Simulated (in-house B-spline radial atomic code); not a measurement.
## The lead ion Pb⁸⁺: [Xe] 4f14 5d6

Method: Dirac-Kohn-Sham BP86, spherical fractional occupations, Fermi nucleus of rms radius 5.5012 fm. Calculated with a radial B-spline atomic code at the basis-set limit.

Z_r = [3n² - l(l+1)]/(2<r>); Z_e = n√(-2ε); the last column is Slater's effective charge. Values are occupation-weighted means over j. An effective charge above Z reflects the relativistic contraction of the inner shells.

```csv
shell,electrons,ε (eV),<r> (bohr),Z_r,Z_e,Slater
1s,2,-88052,0.01606,93.42,80.45,81.70
2s,2,-15838,0.06692,89.66,68.24,77.85
2p,6,-13762,0.06082,82.22,63.61,77.85
3s,2,-3895,0.174,77.60,50.76,70.75
3p,6,-3289.6,0.1752,71.33,46.65,70.75
3d,10,-2601.8,0.1599,65.67,41.49,60.85
4s,2,-976.06,0.384,62.50,33.88,54.25
4p,6,-774.86,0.4081,56.36,30.19,54.25
4d,10,-523.07,0.4307,48.76,24.80,42.85
5s,2,-262.04,0.8409,44.59,21.94,24.35
4f,14,-254.27,0.4521,39.82,17.29,31.45
5p,6,-203.67,0.9418,38.75,19.35,24.35
5d,6,-131.77,1.141,30.23,15.56,12.25
```

The least bound orbital is 5d5/2 at -130.4 eV, and it is also the most diffuse (<r> = 1.152 bohr).

Spin-orbit splittings of the orbital energies (j = l + 1/2 above j = l - 1/2 when positive): 2p 2190 eV, 3p 488.7 eV, 3d 104 eV, 4p 119.7 eV, 4d 22.37 eV, 4f 5.068 eV, 5p 23.95 eV, 5d 3.425 eV.

For the 1s electron the small component carries 9.78 % of the norm, the zero-frequency Breit interaction raises the level by 343.7 eV, self-energy by 223.2 eV, and vacuum polarisation lowers it by 47.62 eV.
